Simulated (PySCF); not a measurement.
A structure optimised at B3LYP-D3(BJ)/def2-SVP, used in a PySCF frequency run:

```
S
C 1 1.8260
H 2 1.0986 1 111.12
H 2 1.0990 3 110.19 1 -123.70
H 2 1.1015 3 109.33 4 -119.97
Se 1 2.2511 2 101.47 3 -62.12
Si 6 2.3055 1 93.72 2 -89.29
H 7 1.4875 6 110.71 1 -63.77
H 7 1.4896 8 109.63 6 -121.25
H 7 1.4923 8 110.06 9 -120.82
```
Charge 0, spin multiplicity 1.

### Question
Write its SMILES and formula.

### Answer
CS[Se][SiH3], CH6SSeSi

### Question
What are its rotational constants (standard atomic weights)?

### Answer
3.6435, 1.7877, 1.4155 GHz
